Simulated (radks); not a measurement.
Results of a calculation; reference values are marked as such.
Question: Sb IX, 43 electrons, occupied as [Kr] 4d6 6d1 (not the ground configuration). Code: a radial shooting solver on a logarithmic mesh with Libxc functionals. Model: scalar-relativistic Kohn-Sham, PBE, spin-polarised, spherical densities, point nucleus; open shells are filled with parallel spins first (spin-orbit coupling, left out, can overturn this in heavy ions). Some entries of the table are withheld. Estimate them.

| orbital | occ. | eigenvalue (hartree) | <r> (bohr) |
|---|---|---|---|
| 1s up | 1 | -1119.348 | 0.02842 |
| 1s down | 1 | -1119.348 | 0.02842 |
| 2s up | 1 | -175.1410 | 0.1226 |
| 2s down | 1 | -175.0869 | 0.1226 |
| 2p up | 3 | -157.8054 | 0.1071 |
| 2p down | 3 | -157.7639 | 0.1071 |
| 3s up | 1 | -38.75686 | 0.3302 |
| 3s down | 1 | -38.73082 | 0.3300 |
| 3p up | 3 | -33.10989 | 0.3283 |
| 3p down | 3 | -33.07994 | 0.3281 |
| 3d up | 5 | (1) | 0.3046 |
| 3d down | 5 | (2) | 0.3045 |
| 4s up | 1 | -10.72495 | 0.7690 |
| 4s down | 1 | -10.54280 | 0.7684 |
| 4p up | 3 | -8.92969 | 0.8150 |
| 4p down | 3 | -8.74652 | 0.8153 |
| 4d up | 5 | -6.24923 | 0.9072 |
| 4d down | 1 | -6.07050 | 0.9109 |
| 6d up | 1 | (3) | 3.493 |

Answer: 
(1) 3d up eigenvalue (hartree): -24.51626
(2) 3d down eigenvalue (hartree): -24.46915
(3) 6d up eigenvalue (hartree): -1.71997
